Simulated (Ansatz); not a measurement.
`C[C@H](F)[C@H](F)C(F)F` and `FC(F)C(F)F` differ in one atom or group.

Ansatz, PBE0-D4/def2-TZVP geometries, multiplicity 1. Each molecule was computed in one conformer, which needn't be the lowest.

| property | `C[C@H](F)[C@H](F)C(F)F` |
| --- | --- |
| zero-point energy (PBE0-D4/def2-TZVP) / kJ/mol | 269.2 |
| HOMO–LUMO gap (PBE/def2-TZVPP) / eV | 7.77 |
| HOMO energy (PBE0/def2-TZVPP) / eV | -9.41 |
| LUMO energy (PBE0/def2-TZVPP) / eV | 1.00 |
| size of the dipole moment (B3LYP/def2-TZVPP) / D | 2.36 |
| LUMO energy (ωB97M-V/def2-TZVPP) / eV | 2.50 |

Give the same properties after the change, and the shifts. (Best estimate.)

Computed: 
```tsv
property	`FC(F)C(F)F`	shift
zero-point energy (PBE0-D4/def2-TZVP) / kJ/mol	121.3	-147.9
HOMO–LUMO gap (PBE/def2-TZVPP) / eV	8.47	0.70
HOMO energy (PBE0/def2-TZVPP) / eV	-9.88	-0.47
LUMO energy (PBE0/def2-TZVPP) / eV	1.38	0.38
size of the dipole moment (B3LYP/def2-TZVPP) / D	2.32	-0.04
LUMO energy (ωB97M-V/def2-TZVPP) / eV	2.95	0.45
```

With PBE0 the HOMO falls by 0.47 eV and the LUMO rises by 0.38 eV, so the gap widens by about 0.85 eV. PBE moves the HOMO by -0.37 eV and ωB97M-V by -0.52 eV. The zero-point energy changes by -147.9 kJ/mol with -18 modes. Dipoles are sizes alone; their direction can turn.

B3LYP here is the variant with VWN-RPA as its local correlation; programs differ in this.
